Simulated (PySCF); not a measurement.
# What a mistake does to a calculation on AlB2H5O

These are calculations, not measurements. The program is PySCF 2.14.0, an open-source quantum chemistry code, run on an isolated molecule that a program drew, which may never have been made. The molecule is AlB2H5O (charge 0, singlet), drawn as the SMILES string `[BH2][Al]([BH2])[OH]`.

Each row is a Hartree-Fock (HF) and frozen-core CCSD(T) single point in the cc-pV(D+d)Z basis, meant for a local HF minimum. Run 1 is clean. Each other run has one planted mistake out of seven kinds, and not every kind appears here: one electron removed, one electron added, multiplicity raised by two, geometry at a saddle point, minimal basis STO-3G, one bond length entered in bohr, all coordinates scaled. The reference is restricted for singlets and unrestricted otherwise, and also for a bond in bohr. Adding or removing an electron swaps singlet and doublet. Electrons count all cores. HOMO and LUMO are orbital energies over both spins, the gradient is its largest component, and the lowest frequency (negative if imaginary) is given only where the gradient is small. Bond lengths are over the 8 bonds as drawn. T1 is the CCSD diagnostic: over 0.02 (restricted) or 0.045 (unrestricted) a single reference is doubtful.

Geometry of the clean run:
```xyz
9
AlB2H5O, angstrom
B     0.4782   -0.6860   -1.4788
Al    0.9838   -0.0365    0.5186
B     0.7475   -1.1840    2.3232
O     1.6342    1.5187    0.7666
H     1.2563   -1.2637   -2.1968
H    -0.6111   -0.5128   -1.9669
H    -0.2628   -1.1652    2.9806
H     1.6131   -1.9014    2.7581
H     1.8291    2.1968    0.1425
```

| run | electrons | basis functions | <S^2> | HOMO (eV) | LUMO (eV) | gradient (hartree/bohr) | lowest frequency (cm^-1) | mean bond (Å) | longest bond (Å) | T1 | HF (hartree) | CCSD(T) (hartree) | mistake |
|---|---|---|---|---|---|---|---|---|---|---|---|---|---|
| 1 | 36 | 90 | 0.000 | -9.40 | 0.91 | 2.3e-05 | 116 | 1.4726 | 2.160 | 0.0135 | -369.04248 | -369.51120 | no fault |
| 2 | 36 | 90 | 0.000 | -9.40 | 0.96 | 7.4e-02 | - | 1.3710 | 2.011 | 0.0123 | -369.00222 | -369.46461 | all coordinates scaled |
| 3 | 36 | 90 | 2.038 | -7.39 | -0.48 | 3.6e-02 | - | 1.4726 | 2.160 | 0.0380 | -368.95920 | -369.42412 | multiplicity raised by two |
| 4 | 36 | 29 | 0.000 | -6.93 | 6.81 | 6.2e-02 | - | 1.4726 | 2.160 | 0.0158 | -364.45565 | -364.62765 | minimal basis STO-3G |
| 5 | 36 | 90 | 0.000 | -9.39 | 0.26 | 2.7e-05 | -153 | 1.4771 | 2.179 | 0.0139 | -369.03719 | -369.50664 | ? |

**Which mistake was planted in run 5, and what did it cost?**

The gradient is small, so the point is stationary, but the lowest frequency is imaginary (-153 cm^-1). So the mistake is: geometry at a saddle point. Subtracting run 1 and multiplying by 627.51 kcal/mol a hartree, the energy moved by 3.3 kcal/mol in HF and 2.9 kcal/mol in CCSD(T).

